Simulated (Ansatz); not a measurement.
Program: Ansatz 0.2.0.

BH2I, SMILES `BI` at its PBE0-D4/def2-TZVP geometry, where that method's forces vanish. The species carries charge 0 and has multiplicity 1. I takes the def2 core potential.

| atom | x (Å) | y (Å) | z (Å) |
| --- | --- | --- | --- |
| B1 | 0.099 | 0.122 | 0.192 |
| I2 | -0.739 | -0.909 | -1.432 |
| H3 | 0.932 | -0.435 | 0.831 |
| H4 | -0.292 | 1.222 | 0.410 |

Q: For each bond, give half the difference of the two atoms' forces along it (eV/Å; positive pushes the atoms apart) under PBE-D4, r2SCAN-D4, B3LYP-D4, ωB97M-V in def2-TZVPP. (Estimate.)

A: The calculation gave: 
```tsv
bond	length (Å)	PBE-D4	r2SCAN-D4	B3LYP-D4	ωB97M-V
B1–I2	2.099	0.09	0.11	0.28	0.06
B1–H3	1.188	0.06	-0.05	-0.15	-0.12
B1–H4	1.188	0.06	-0.05	-0.15	-0.12
```

B3LYP here is the variant with VWN-RPA as its local correlation; programs differ in this.
